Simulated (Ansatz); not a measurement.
`N#[C][GaH2]` + ethanol → `N#[C][GaH][OH]` + ethane at 600 K and 1 bar (formal exchange of groups at a Ga–H bond).

Gas-phase electronic energies from Ansatz, PBE0-D4/def2-TZVP geometries. CCSD(T)/CBS adds triple-zeta CCSD(T) − MP2 to the extrapolated MP2 energy (def2 sets, frozen cores). This one scheme is used for every species. For Ga outer-core shells are correlated without core-valence functions, which leaves a few kJ/mol of doubt a bond. Scalar relativity is left out up to krypton. One conformer a species, not always the lowest.

| species | CCSD(T)/CBS energy (Eh) | H − E (kJ/mol) | S (J/(mol·K)) |
| --- | --- | --- | --- |
| `N#[C][GaH2]` | -2017.86565 | 92.2 | 332.4 |
| `CCO` | -154.88256 | 250.6 | 328.9 |
| `N#[C][GaH][OH]` | -2093.08647 | 120.2 | 379.8 |
| `CC` | -79.71954 | 228.8 | 274.9 |

H − E and S are ideal-gas, rigid-rotor, harmonic terms from PBE0-D4/def2-TZVP, for one conformer and one mirror image of each species. 1 Eh = 2625.50 kJ/mol, R = 8.31446 J/(mol·K).

Task: By hand: ΔE, ΔH, ΔS and ΔG.

Result: ΔE = (-2093.08647) + (-79.71954) − (-2017.86565) − (-154.88256) = -0.05780 Eh = -151.8 kJ/mol. Δ(H − E) = 120.2 + 228.8 − 92.2 − 250.6 = 6.2, so ΔH = -145.6 kJ/mol. ΔS = 379.8 + 274.9 − 332.4 − 328.9 = -6.6 J/(mol·K). ΔG = -145.6 − 600 × (-6.6)/1000 = -141.6 kJ/mol.

Task: By hand: the equilibrium constant, and the temperature at which ΔG would vanish if ΔH and ΔS stayed fixed.

Result: log₁₀ K = −ΔG/(RT ln 10) = 12.3. ΔG = 0 at ΔH/ΔS = 22061 K, far beyond where these terms or the molecules hold.

The number of gas molecules stays the same, so ΔS is small and ΔH decides. A doubt of 5 kJ/mol in ΔE shifts log₁₀ K by 0.4 here. Other conformers and mirror images would add mixing entropy, several J/(mol·K) or more a flexible species. These are equilibria of isolated gas molecules and say nothing of rates. Largest T1 diagnostic: 0.015 (customary marks: 0.02 for closed shells, 0.045 for open ones).
